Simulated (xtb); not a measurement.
Si(CF3)(Cl)2(H) (CHCl₂F₃Si), SMILES FC(F)(F)[SiH](Cl)Cl. All values are semi-empirical tight-binding results from xtb (GFN2-xTB unless named), good for trends rather than for accurate numbers. Coordinates come from a GFN2-xTB optimisation.

Optimised geometry:

Bonds (Å): Si1–Cl2 1.990, Si1–Cl3 1.990, Si1–C4 1.965, Si1–H8 1.453, C4–F5 1.346, C4–F6 1.347, C4–F7 1.347. Bond angles (°): Cl2–Si1–Cl3 113.6, Cl2–Si1–C4 105.9, Cl2–Si1–H8 113.1, Cl3–Si1–C4 105.9, Cl3–Si1–H8 113.1, C4–Si1–H8 104.3, Si1–C4–F5 113.1, Si1–C4–F6 112.5, Si1–C4–F7 112.5, F5–C4–F6 106.2, F5–C4–F7 106.2, F6–C4–F7 105.8.
Charge 0, spin multiplicity 1.

**Question.** Estimate the properties. (Estimate from the structure and the level; the computed values follow.)

**Answer.** 
The point group as xtb finds it is Cs and the orbital gap is 5.89 eV. The dipole moment is 3.37 D and the zero-point energy is 15.3 kcal/mol. The G − E(el) at 298.15 K (modified RRHO) is -6.7 kcal/mol, the static polarisability (D4 model) comes out as 73.3 bohr³ and the solvation energy, GFN2-xTB/ALPB(water) comes out as -2.9 kcal/mol. The solvation energy, GFN2-xTB/ALPB(acetonitrile) is -4.6 kcal/mol.

Computed atomic charges and the Wiberg bond orders between heavy atoms:
charges (e) Si1 0.50, Cl2 -0.11, Cl3 -0.11, C4 0.36, F5 -0.22, F6 -0.22, F7 -0.22, H8 0.01. Bond orders Si1–Cl2 1.25, Si1–Cl3 1.25, Si1–C4 0.72, C4–F5 0.96, C4–F6 0.96, C4–F7 0.96.
